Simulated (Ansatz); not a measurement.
`[CH3][Ga]1[NH][Al]1[Cl]`, charge 0, multiplicity 1.

**Question.** Give a relaxed structure at PBE0-D4/def2-TZVP (the Gaussian-basis code of Ansatz). (Estimate.)

**Answer.** Ansatz gave: 
```xyz
9

C     1.0473   -1.7005    0.3167
Ga    0.4285    0.1162   -0.0789
N    -1.3481    0.8104   -0.0761
Al   -0.4388    2.2569   -0.5177
Cl   -0.9242    4.2501   -0.9601
H     1.3700   -1.7565    1.3590
H     0.2339   -2.4127    0.1643
H     1.8912   -1.9758   -0.3168
H    -2.2598    0.4120    0.1095
```
This is one stationary point; other conformers may exist.
